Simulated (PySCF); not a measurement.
# AlSI: from structure and modes to constants

These are results of PBE0 in PySCF with Al def2-TZVP, S def2-TZVP, I def2-TZVP with ECP28; scalar-relativistic core potentials, no spin–orbit coupling; density-fitted integrals, not measurements.

The singlet minimum has C∞v symmetry. Masses (u): Al 26.98154, S 31.97207, I 126.90447.

```xyz
3
charge 0 multiplicity 1, angstrom
Al    0.0000    0.0000   -1.3128
S     0.0000    0.0000   -3.3131
I     0.0000    0.0000    1.1138
```

Harmonic wavenumbers (cm⁻¹): 126.1 (π, ×2), 266.4 (σ+, ×1), 738.3 (σ+, ×1).

Question: What is the harmonic zero-point energy?

Answer: Half the sum of all 4 wavenumbers, 1257/2 = 628 cm⁻¹, which is 7.5 kJ/mol (1 cm⁻¹ = 0.0119627 kJ/mol).

Question: Find the vibrational entropy and heat capacity at 298.15 K.

Answer: With u = 1.43878 ω/T, each mode gives S = R[u/(eᵘ−1) − ln(1−e⁻ᵘ)] and C = R u² eᵘ/(eᵘ−1)².
| ω (cm⁻¹) | u | S (J/(mol K)) | C (J/(mol K)) |
| --- | --- | --- | --- |
| 126.1 (×2) | 0.608 | 12.57 | 8.06 |
| 266.4 | 1.286 | 6.78 | 7.26 |
| 738.3 | 3.563 | 1.10 | 3.17 |
The sums over all modes are S = 33.0 and C = 26.6 J/(mol K); the softest mode gives 38 % of the entropy (each member, where degenerate).

Only a few start shapes were tried, so a lower isomer may exist.
